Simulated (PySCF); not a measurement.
All of these have the formula C3H4F3NSi. Method: PySCF 2.14.0, density-fitted response routines, TDDFT B3LYP/def2-SVPD, vertical, gas phase, core orbitals frozen in the response. Geometries: GFN2-xTB; one conformer of each isolated species. Triplets are in the Tamm–Dancoff approximation.

**Question.** Rank by computed lowest singlet excitation energy, highest first.
A. `N#C[C@H]([SiH3])C(F)(F)F`
B. `C#C[Si@H](N)C(F)(F)F`
C. `[H]/N=C\C=C/[Si](F)(F)F`
D. `C[C@@H](C#N)[Si](F)(F)F`
E. `FC([SiH2]C#N)(CF)F`

**Answer.** D (7.60 eV), A (7.36 eV), E (6.91 eV), B (5.84 eV), C (3.92 eV).

```csv
SMILES,S1 (eV),f (S1),gap (eV),LUMO (eV),α (au),S1 mainly
C[C@@H](C#N)[Si](F)(F)F,7.60,0.003,8.82,-0.66,60.2,H→L (47%)
N#C[C@H]([SiH3])C(F)(F)F,7.36,0.010,8.64,-0.66,67.6,H→L (41%)
N#C[SiH2]C(F)(F)CF,6.91,0.038,7.82,-1.28,67.1,H→L (54%)
C#C[Si@H](N)C(F)(F)F,5.84,0.018,6.91,-1.01,70.2,H→L (68%)
[H]/N=C\C=C/[Si](F)(F)F,3.92,0.002,5.17,-2.80,68.6,H→L (99%)
```

H and L stand for HOMO and LUMO.

- `C[C@@H](C#N)[Si](F)(F)F`: Löwdin shares by element: HOMO carbon 41% or more, nitrogen 38%, silicon 7%; LUMO carbon 36%, silicon 23% (atoms not listed hold the other 41%).
- `N#C[C@H]([SiH3])C(F)(F)F`: Löwdin shares by element: HOMO carbon 41% or more, nitrogen 37%, silicon 11%; LUMO silicon 32%, carbon 22% or more, hydrogen 9% or more (atoms not listed hold the other 37%).
- `N#C[SiH2]C(F)(F)CF`: Löwdin shares by element: HOMO fluorine 29% or more, carbon 22% or more, silicon 14% (atoms not listed hold the other 34%); LUMO silicon 28%, carbon 25% or more, nitrogen 23%, hydrogen 7% or more (atoms not listed hold the other 17%).
- `C#C[Si@H](N)C(F)(F)F`: Löwdin shares by element: HOMO nitrogen 62%, carbon 16% or more, silicon 8%; LUMO carbon 44% or more, silicon 23%, nitrogen 8% (atoms not listed hold the other 25%).
- `[H]/N=C\C=C/[Si](F)(F)F`: Löwdin shares by element: HOMO nitrogen 63%, carbon 21% or more, hydrogen 8% or more; LUMO carbon 62%, nitrogen 20% (atoms not listed hold the other 17%).
